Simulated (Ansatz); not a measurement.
`CC[Te]C` and `CC[Se]C` differ in one element.

Ansatz, PBE0-D4/def2-TZVP geometries, multiplicity 1. Each molecule was computed in one conformer, which needn't be the lowest.

Elements past krypton have def2 core potentials. Scalar relativity is left out up to krypton.

| property | `CC[Te]C` |
| --- | --- |
| zero-point energy (PBE0-D4/def2-TZVP) / kJ/mol | 267.6 |
| HOMO–LUMO gap (B3LYP/def2-TZVPP) / eV | 4.77 |
| size of the dipole moment (PBE/def2-TZVPP) / D | 1.39 |
| HOMO energy (PBE/def2-TZVPP) / eV | -4.58 |
| LUMO energy (PBE0/def2-TZVPP) / eV | -0.40 |
| LUMO energy (ωB97M-V/def2-TZVPP) / eV | 1.33 |

Question: Give the same properties after the change, and the shifts. (Best estimate.)

Answer: Ansatz gave: 
| property | `CC[Se]C` | shift |
| --- | --- | --- |
| zero-point energy (PBE0-D4/def2-TZVP) / kJ/mol | 270.9 | 3.3 |
| HOMO–LUMO gap (B3LYP/def2-TZVPP) / eV | 5.85 | 1.08 |
| size of the dipole moment (PBE/def2-TZVPP) / D | 1.53 | 0.14 |
| HOMO energy (PBE/def2-TZVPP) / eV | -4.81 | -0.23 |
| LUMO energy (PBE0/def2-TZVPP) / eV | 0.39 | 0.79 |
| LUMO energy (ωB97M-V/def2-TZVPP) / eV | 2.13 | 0.80 |

With PBE0 the HOMO falls by 0.35 eV and the LUMO rises by 0.79 eV, so the gap widens by about 1.14 eV. PBE moves the HOMO by -0.23 eV and ωB97M-V by -0.42 eV. Dipoles are sizes alone; their direction can turn.

B3LYP here is the variant with VWN-RPA as its local correlation; programs differ in this.

Spin–orbit coupling is left out; it splits and shifts lone-pair levels of the heavy atoms by tenths of an eV.
